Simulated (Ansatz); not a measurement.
A CCSD(T) single point on CH$_{2}$ClFOZn, SMILES `O[C](F)(Cl)[ZnH]`.

```yaml
crystal:
  periodic: [false, false, false]
  atoms:
    - {symbol: O, position_ang: [0.366176, 0.122767, 1.399986]}
    - {symbol: C, position_ang: [0.110715, -0.322377, 0.151487]}
    - {symbol: F, position_ang: [0.969495, -1.347013, -0.155223]}
    - {symbol: Cl, position_ang: [-1.566568, -1.114955, 0.098324]}
    - {symbol: Zn, position_ang: [-0.021714, 1.099446, -1.222696]}
    - {symbol: H, position_ang: [0.314003, -0.614759, 2.026818]}
    - {symbol: H, position_ang: [-0.172108, 2.176901, -2.298687]}
basis:
  gaussian: {orbitals: def2-SVP}
correlation: {method: ccsd_t, frozen_orbitals: {C: 1, Cl: 5, F: 1, H: 0, O: 1, Zn: 9}}
```

```sh
$ ansatz run in.yaml --threads 4 --pin off --events-out ev --progress --plain --max-ram 10444MiB
```

Output of Ansatz, abridged:

```
Functional definition: HF
965 factors; integrals over basis functions are off by at most 1.3e-3 eV
mean field evaluation 1: about -66665.7063 eV, gradient 3.7e1 eV
mean field evaluation 2: about -66665.8330 eV, gradient 3.7e1 eV
mean field evaluation 4: about -66668.8704 eV, gradient 3.2e0 eV
mean field evaluation 8: about -66668.9277 eV, gradient 3.4e-1 eV
mean field -66668.92821945 eV, -2450.0379222421 hartree, gradient 1.9e-6 eV, S^2 0.000000; 0 other end points of the search recorded, 0 dependent functions left out
17 core orbitals not correlated: weight in the atoms' cores, before any rotation towards them, 1.000 or more for the frozen orbitals, at most 0.000 for the correlated occupied ones
reference -66668.92821945 eV, -2450.0379222421 hartree; 19, 19 occupied and 65, 65 virtual orbitals, 965 factors
second order -25.71201404 eV of doubles, -0.00000000 eV of singles
cycle   1  -25.08522211 eV  change    6.3e-1 eV  update   1.2e-1
cycle   2  -25.72399694 eV  change   -6.4e-1 eV  update   4.0e-2
cycle   3  -25.86753137 eV  change   -1.4e-1 eV  update   1.9e-2
cycle   4  -25.85823691 eV  change    9.3e-3 eV  update   5.3e-3
cycle   5  -25.85182111 eV  change    6.4e-3 eV  update   2.4e-3
cycle   6  -25.85276191 eV  change   -9.4e-4 eV  update   6.7e-4
cycle   7  -25.85240486 eV  change    3.6e-4 eV  update   2.4e-4
cycle   8  -25.85227500 eV  change    1.3e-4 eV  update   8.4e-5
cycle   9  -25.85231183 eV  change   -3.7e-5 eV  update   3.4e-5
cycle  10  -25.85233569 eV  change   -2.4e-5 eV  update   1.3e-5
perturbative correction -0.67421234 eV, -0.0247768465 hartree
Total energy: -66695.45476748 eV, -2451.0127549018 hartree
```

Hardware: 4 threads of an Arm Neoverse V1 on a shared host. Wall time 4.9 s, peak host memory 0.41 GiB.

Correlation energy per correlated electron: -0.698 eV. T1 diagnostic: 0.0131.
